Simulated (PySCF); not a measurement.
Species: C6H6F3O (doublet state).
Bonds: F1–C2, C2–F3, C2–F4, C2–C5, C5–C6, C6–C7 (double), C7–O8, O8–C9, C9–C10, C6–C10. Hydrogens: H11, H12 on C5; H13 on C7; H14 on C9; H15, H16 on C10.

Method used: PBE0-D3(BJ)/def2-SVP geometry optimisation, gas phase in PySCF 2.14.0.

**Question.** Give the optimised bond lengths and angles.

**Answer.** 
| bond | length (Å) |
| --- | --- |
| F1–C2, C2–F3, C2–F4 | 1.337 |
| C2–C5 | 1.512 |
| C5–C6 | 1.488 |
| C6=C7 | 1.341 |
| C7–O8 | 1.356 |
| O8–C9 | 1.369 |
| C9–C10 | 1.490 |
| C6–C10 | 1.509 |
| C5–H11, C5–H12 | 1.101 |
| C7–H13 | 1.090 |
| C9–H14 | 1.088 |
| C10–H15, C10–H16 | 1.110 |

Bonds in one row agree within 0.01 Å and their mean is given. A selection of angles:
| angle | degrees |
| --- | --- |
| F1–C2–F3 | 107.2 |
| F1–C2–C5 | 111.7 |
| C2–C5–C6 | 114.0 |
| C5–C6–C7 | 126.9 |
| C5–C6–C10 | 125.6 |
| C7–C6–C10 | 107.5 |
| C6–C7–O8 | 113.9 |
| C7–O8–C9 | 107.2 |
| O8–C9–C10 | 110.7 |
| C6–C10–C9 | 100.4 |

Dihedral angles: F1–C2–C5–C6 -61° (synclinal); C2–C5–C6–C7 -115° (anticlinal); C5–C6–C7–O8 -179° (antiperiplanar); C6–C7–O8–C9 3° (synperiplanar); C7–O8–C9–C10 -5° (synperiplanar); O8–C9–C10–C6 5° (synperiplanar); C5–C6–C10–C9 176° (antiperiplanar). The mirror-image conformer, all signs reversed, is as good.

O8 (oxygen bonded to 2 C) is bent (angle 107.2°). C9 (carbon bonded to C, O and H) is almost planar (angles 129.7°, 115.7° and 110.7°, sum 356.1°, 0.15 Å off the plane of its three neighbours). The 5-membered ring C6–C7–O8–C9–C10 has internal angles of 100.4° to 113.9°; it is almost planar, 0.02 Å rms from its mean plane, widest ring torsion 5°. C6 (carbon bonded to 3 C) is planar (angles 126.9°, 125.6° and 107.5°, sum 360.0°, 0.01 Å off the plane of its three neighbours). C7 (carbon bonded to C, O and H) is planar (angles 130.6°, 115.6° and 113.9°, sum 360.0°, 0.00 Å off the plane of its three neighbours). Of the pairs four or more bonds apart, F1···H15 is among the closest relative to their van der Waals radii: 2.55 Å, 96 % of the sum of Bondi's values. The C–C distances run from 1.341 Å (C6=C7, drawn double) to 1.512 Å (C2–C5, drawn single), a spread of 0.171 Å.

Point group: C1 (no symmetry element, even within 0.4 Å). No PBE0-D3(BJ)/def2-SVP frequencies stand behind this structure, so it isn't proved a minimum. ⟨S²⟩ = 0.757 (exact for a doublet: 0.75).
